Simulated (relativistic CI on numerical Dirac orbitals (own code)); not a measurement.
## Pt⁷⁺: sensitivity of the levels to the model

Base calculation: Dirac-Coulomb-Breit CI, KLI orbitals optimised for each configuration, model QED (radiative potential, 1s self-energy scaled to tabulated hydrogen-like ionisation energies), unscaled Slater integrals.

CI space (outside the closed core [Kr] 4d10 4f14): 5s2 5p6 5d3, 5s2 5p6 5d2 6s, 5s2 5p6 5d2 5f, 5s2 5p6 5d2 6p, 5s2 5p5 5d4, 5s2 5p6 5d 6s 6p, 5s2 5p6 5d2 5g, 5s2 5p6 5d 5f 6s, 5s2 5p6 5d2 6d, 5s2 5p6 5d2 7s, 5s 5p6 5d4, 5s2 5p6 5d 6s2, 5s2 5p6 5f 6s2, 5s2 5p6 6s2 6p, 5s2 5p6 5g 6s2, 5s2 5p6 6s2 6d, 5s2 5p6 5d 5f2, 5s2 5p6 5f2 6s, 5s2 5p6 5f3, 5s2 5p6 5f2 6p, 5s2 5p6 5f2 5g, 5s2 5p6 5f2 6d, 5s2 5p6 5d 6p2, 5s2 5p6 6s 6p2, 5s2 5p6 5f 6p2, 5s2 5p6 6p3, 5s2 5p6 5g 6p2, 5s2 5p6 6p2 6d, 5s2 5p6 5d 5f 6p, 5s2 5p6 5f 6s 6p, 5s2 5p6 5f 5g 6p, 5s2 5p6 5f 6p 6d. Double excitations out of closed p, d and f shells are left out; levels of such configurations are missing from the list, as are those of other unlisted configurations, and high levels can miss mixing partners. These lack a partner that the ground configuration has and come out too high: 5s2 5p6 5d2 7s.

Variants: (1) P86 correlation estimate; (2) QED terms removed; (3) Breit term removed. Shifts of the energy above 5s2 5p6 5d3 4F_3/2, in cm⁻¹, for the lowest level and the first level of each name with at least 55 % of one term (blank where a level changes its place among those of its configuration and J or its character, or is not in the variant):

```
                Level      Base     Δ(1)    Δ(2)    Δ(3)
   5s2 5p6 5d3 4F_3/2       0.0      0.0     0.0     0.0
   5s2 5p6 5d3 4F_5/2    9293.6     -2.8   -33.7  +293.6
   5s2 5p6 5d3 4F_7/2   16334.1     -2.1   -47.2  +427.8
   5s2 5p6 5d3 4P_1/2   22783.1    +11.0   -30.2  +286.2
   5s2 5p6 5d3 2G_7/2   31947.9     +3.4   -59.5  +548.5
   5s2 5p6 5d3 2H_9/2   33742.2     -1.8   -66.0  +614.3
   5s2 5p6 5d3 4P_5/2   33841.3     +5.8   -57.5  +531.6
   5s2 5p6 5d3 2P_1/2   40216.5    +27.2   -72.9  +639.5
  5s2 5p6 5d3 2H_11/2   44919.4     -1.4   -72.8  +697.4
   5s2 5p6 5d3 2D_5/2   47036.7    +16.0   -76.2  +708.9
   5s2 5p6 5d3 2G_9/2   51924.6     +2.4  -107.3  +969.3
   5s2 5p6 5d3 2F_5/2   53851.0    +21.6   -54.9  +521.7
   5s2 5p6 5d3 2F_7/2   55303.4    +18.8   -67.3  +648.3
   5s2 5p6 5d3 2P_3/2   55926.2    +30.2  -108.5  +947.6
5s2 5p6 5d2 6s 4F_3/2  178300.9  +5304.2  -605.1  -105.8
5s2 5p6 5d2 6s 4F_5/2  182036.4  +5304.7  -606.3   -63.9
5s2 5p6 5d2 6s 4F_7/2  193090.1  +5305.4  -647.3  +266.9
5s2 5p6 5d2 6s 2F_5/2  199148.7  +5306.9  -628.4  +198.4
5s2 5p6 5d2 6s 4P_1/2  199895.6  +5310.3  -616.1   -15.5
5s2 5p6 5d2 6s 4F_9/2  202274.6  +5306.1  -666.4  +437.9
5s2 5p6 5d2 6s 4P_3/2  206104.6  +5309.5  -644.2  +224.3
5s2 5p6 5d2 6s 2F_7/2  211762.1  +5308.7  -641.6  +346.2
```

At this charge configurations can still be misplaced by up to about 7 % of their energy. Terms inside the open d or f shell come out 10 to 20 % too wide with unscaled integrals. Levels and lines within the n = 5 or 6 shells can be off by up to 10 % or somewhat more, and those that change n by about 2 %, since core polarisation is missing.

Ionisation energy from the two ground configurations alone: base 108.399 eV; P86 correlation estimate 109.835 eV; Breit term removed 108.428 eV. The NIST ASD value (theoretical) is 109 eV.

LS names give the leading component of a level, which can be under half, so a name can repeat, a term be missing and a line seem to break the LS rules.
